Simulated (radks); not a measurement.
Q: These are the eigenvalues of the occupied orbitals of an atom or ion with whole-number occupations (hartree). All-electron calculation, Dirac Kohn-Sham, HCTH/407, spin-unpolarised, spherical densities, finite nucleus; Fermi nuclear charge, rms radius of each element as measured or else 0.836 A^(1/3) + 0.57 fm. Program: a radial shooting solver on a logarithmic mesh with Libxc functionals.

orbital  eigenvalue
1s1/2     -1592.930
2s1/2     -257.8318
2p1/2     -244.0484
2p3/2     -224.9373
3s1/2     -55.98534
3p1/2     -50.08247
3p3/2     -46.26091
3d3/2     -35.96213
3d5/2     -35.13387
4s1/2     -11.14599
4p1/2      -8.91280
4p3/2      -8.08297
4d3/2      -4.40525
4d5/2      -4.25818
5s1/2      -1.49567
5p1/2      -0.89927
5p3/2      -0.78727
6s1/2      -0.12757
4f5/2      -0.09191

Which element is it, and in what charge state? The configuration may be excited. Open shells, if any, fill j = l - 1/2 first.

A: Z = 60, neodymium, charge 0: Nd in [Xe] 4f4 6s2. The list shows which subshells hold electrons but not how many an open one holds; the 1s level, -1592.9 hartree, gives Z - s = 56.4 by -(Z - s)^2/2, which with screening and relativity narrows Z to a few neighbours, and the depths of the outer levels then fix element, charge and occupations together.
